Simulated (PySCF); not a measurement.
# Simulated absorption spectrum

C₂H₇ClSi₂.
Geometry (PBE0-D3(BJ)/def2-SVP, Å), atoms numbered from 1 in this order:
```xyz
12
C2H7ClSi2 angstrom
Si     2.0498    1.3866    1.1294
C      0.2800    0.7548    1.0503
C     -0.8117    1.5329    1.0371
Si    -2.6031    0.9566    0.9577
Cl    -0.6450    3.2780    1.1003
H      2.3501    2.2554   -0.0471
H      2.2750    2.1638    2.3842
H      2.9659    0.2077    1.1134
H      0.0975   -0.3264    1.0110
H     -3.3313    1.4345    2.1687
H     -2.6146   -0.5351    0.9014
H     -3.2521    1.5258   -0.2588
```

Method: PySCF 2.14.0, density-fitted response routines, TDDFT CAM-B3LYP/def2-SVPD, vertical, gas phase, core orbitals frozen in the response.

Computed states:

| state | E (eV) | f |
| --- | --- | --- |
| S1 | 6.02 | 0.017 |
| S2 | 6.03 | 0.308 |
| S3 | 6.64 | 0.0018 |
| S4 | 6.87 | 0.0001 |
| S5 | 7.09 | 0.0002 |
| S6 | 7.59 | 0.021 |
| S7 | 7.65 | 0.0001 |
| S8 | 7.77 | 0.011 |
| S9 | 7.81 | 0.179 |
| S10 | 8.11 | 0.0014 |

Each state is given a Gaussian of 0.4 eV full width at half maximum, with ε(max) = 2.175×10⁸ f / Δν̃ (Δν̃ the width in cm⁻¹). The cross-section is σ = 3.8235×10⁻²¹ ε cm², given in Mb (10⁻¹⁸ cm²). The width is an assumption, not a result. The curve ends short of the highest state used, and states not computed would add to its high-energy end.

(1) Give the broadened spectrum and its maxima.

(2) Coming from long wavelengths, where does ε first pass 100 L mol⁻¹ cm⁻¹?

(3) On this curve, what absorbance would a 10⁻⁵ mol/L sample give at 222 nm over a 1 cm path?

## Answers

(1) 
| λ (nm) | σ (Mb) |
| --- | --- |
| 165.1 | 15.26 |
| 167.3 | 6.34 |
| 169.5 | 2.25 |
| 171.7 | 0.71 |
| 173.8 | 0.25 |
| 176.0 | 0.14 |
| 178.2 | 0.16 |
| 180.4 | 0.25 |
| 182.6 | 0.37 |
| 184.8 | 0.49 |
| 187.0 | 0.64 |
| 189.2 | 1.11 |
| 191.4 | 2.80 |
| 193.6 | 7.37 |
| 195.8 | 16.90 |
| 198.0 | 32.46 |
| 200.2 | 52.20 |
| 202.4 | 70.94 |
| 204.5 | 82.00 |
| 206.7 | 82.51 |
| 208.9 | 72.18 |
| 211.1 | 55.38 |
| 213.3 | 37.57 |
| 215.5 | 22.71 |
| 217.7 | 12.32 |
| 219.9 | 6.04 |
| 222.1 | 2.69 |
| 224.3 | 1.10 |
| 226.5 | 0.41 |
| 228.7 | 0.14 |

Maxima: 206 nm (6.03 eV), ε about 22000, made up of S2 (95%) (ε in L mol⁻¹ cm⁻¹; maxima over ε = 5, shares over 10%). At its high-energy end, 7.51 eV, the curve is still rising (ε about 4000, from S6 and S9).

(2) At about 227 nm (5.47 eV), 0.55 eV below S1.

(3) 222 nm is 5.585 eV, where ε is about 730 L mol⁻¹ cm⁻¹, so A = ε c l ≈ 0.0073 (Beer–Lambert, with the gas-phase spectrum and the assumed width).

The vertical ionisation energy (ΔSCF) is 9.76 eV, 1.65 eV above S10.
